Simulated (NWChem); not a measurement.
Everything below was run with NWChem. System: C2H5S, charge 0, spin multiplicity 2, at a geometry optimised with UPBE0/def2-SVP. The structure started from a generated list of species. Its SCF solution wasn't tested for a lower state. Level: UMP2/def2-TZVP, 7 core orbitals frozen.

The NWChem input:

```
start mol
memory heap 200 mb stack 900 mb global 1100 mb
geometry units angstroms nocenter noautoz noautosym
  C     -1.686377     0.147696     0.086065
  C     -0.389071    -0.515074     0.372994
  S      1.133925     0.087025    -0.197706
  H     -1.993467     0.042771    -0.973990
  H     -2.489025    -0.284626     0.702668
  H     -1.649639     1.230514     0.298951
  H     -0.350417    -1.570817     0.654600
  H      0.792433     1.394030    -0.273282
end
basis spherical
  * library def2-tzvp
end
scf
  uhf
  nopen 1
  maxiter 100
  thresh 1e-7
  semidirect memsize 60000000 filesize 0
  # guess.movecs holds the orbitals of an unrestricted PBE0 run
  vectors input guess.movecs output mol.movecs
end
mp2
  freeze core 7
end
task mp2 energy
```

Part of the output:

```
             Northwest Computational Chemistry Package (NWChem) 7.3.0
             --------------------------------------------------------

                                NWChem Input Module
                                -------------------

 Scaling coordinates for geometry "geometry" by  1.889725989
 (inverse scale =  0.529177249)

                             Geometry "geometry" -> ""
                             -------------------------

 Output coordinates in angstroms (scale by  1.889725989 to convert to a.u.)

  No.       Tag          Charge          X              Y              Z
 ---- ---------------- ---------- -------------- -------------- --------------
    1 C                    6.0000    -1.68637700     0.14769600     0.08606500
    2 C                    6.0000    -0.38907100    -0.51507400     0.37299400
    3 S                   16.0000     1.13392500     0.08702500    -0.19770600
    4 H                    1.0000    -1.99346700     0.04277100    -0.97399000
    5 H                    1.0000    -2.48902500    -0.28462600     0.70266800
    6 H                    1.0000    -1.64963900     1.23051400     0.29895100
    7 H                    1.0000    -0.35041700    -1.57081700     0.65460000
    8 H                    1.0000     0.79243300     1.39403000    -0.27328200

 Effective nuclear repulsion energy (a.u.)      99.5077051980

            Nuclear Dipole moment (a.u.)
            ----------------------------
        X                 Y               Z
 ---------------- ---------------- ----------------
    -0.0000056692     0.0000075589     0.0000094486


 Summary of "ao basis" -> "" (spherical)
 ------------------------------------------------------------------------------
       Tag                 Description            Shells   Functions and Types
 ---------------- ------------------------------  ------  ---------------------
 *                         def2-tzvp                  on all atoms

 Summary of "ao basis" -> "ao basis" (spherical)
 ------------------------------------------------------------------------------
       Tag                 Description            Shells   Functions and Types
[...]
  AO/Fock/Back tols     =   1.0D-09  1.0D-09  1.0D-09

 GA uses MA = F    GA memory limited = T

 Available:
  local mem=  1.26D+08
 global mem=  1.44D+08
 local disk=  0.00D+00
  mp2_memr nvloc                   112
  nvloc new                   112
   1 passes of  10:        5242880                      89925                  31425476.
   1 passes of  10: M    126148886           G      144145918           F     120906006.

 Semi-direct pass number   1 of   1  for UHF alpha       at       13.2s
  vrange nnbf                  8245
  mp2_eaftype                   119  avail_ma_in_mb                  1099
 EAF : mp2_eaftype filesize         119   15712738.
  mp2_eaf for mointskh                    119
Node 0 wrote     73.9 Mb in      0.0 s     Agg I/O rate:  2733.9 Mb/s
 Done moints_semi at       19.7s
  mp2_eaftype                   119  avail_ma_in_mb                   980
 EAF : mp2_eaftype filesize         119   15712738.
  mp2_eaf for kh                   119
 Done maket at       19.9s
 Done multipass loop at       19.9s

 GA uses MA = F    GA memory limited = T

 Available:
  local mem=  1.26D+08
 global mem=  1.44D+08
 local disk=  0.00D+00
  mp2_memr nvloc                   113
  nvloc new                   113
   1 passes of   9:        5242880                      84777                  28538077.
   1 passes of   9: M    126148886           G      144145918           F     120906006.

 Semi-direct pass number   1 of   1  for UHF beta        at       20.0s
  vrange nnbf                  8245
  mp2_eaftype                   108  avail_ma_in_mb                  1099
 EAF : mp2_eaftype filesize         108   14269038.
  mp2_eaf for mointskh                    108
Node 0 wrote     67.1 Mb in      0.0 s     Agg I/O rate:  3552.4 Mb/s
 Done moints_semi at       26.1s
  mp2_eaftype                   108  avail_ma_in_mb                   991
 EAF : mp2_eaftype filesize         108   14269038.
  mp2_eaf for kh                   108
 Done maket at       26.4s
 Done multipass loop at       26.4s

          -------------------------------------------
          SCF energy                -476.175133176761
          Correlation energy          -0.484860115305
          Singlet pairs                0.000000000000
          Triplet pairs                0.000000000000
          Total MP2 energy          -476.659993292066
          -------------------------------------------

          ---------------------------------------------------
                    Spin Component Scaled (SCS) MP2
          Same spin pairs                     -0.110944595950
          Same spin scaling factor             0.333333333333
          Opposite spin pairs                 -0.373915519354
          Opposite spin scaling fact.          1.200000000000
          SCS-MP2 correlation energy          -0.485680155209
          Total SCS-MP2 energy              -476.660813331970
          ---------------------------------------------------

 -----------------------
 Performance information
 -----------------------

 Timer overhead =  1.92D-07 seconds/call

               Nr. of calls         CPU time (s)                 Wall time (s)                GFlops
             ---------------    -------------------     ------------------------------   -------------------
Name         Min   Avg   Max    Min     Avg     Max     Min     Avg     Max   Mx/calls   Min     Max     Sum
mp2: moin     2     2     2    13.     13.     13.      13.     13.     13.     6.3      0.0     0.0     0.0
mp2: make     2     2     2   0.52    0.52    0.52     0.52    0.52    0.52    0.26      0.0     0.0     0.0
mp2: tota     1     1     1    13.     13.     13.      13.     13.     13.     13.      0.0     0.0     0.0

 The average no. of pstat calls per process was 5.00D+00
 with a timing overhead of 9.59D-07s

 Task  times  cpu:       26.3s     wall:       26.3s

 Total times  cpu:       26.4s     wall:       26.4s
```
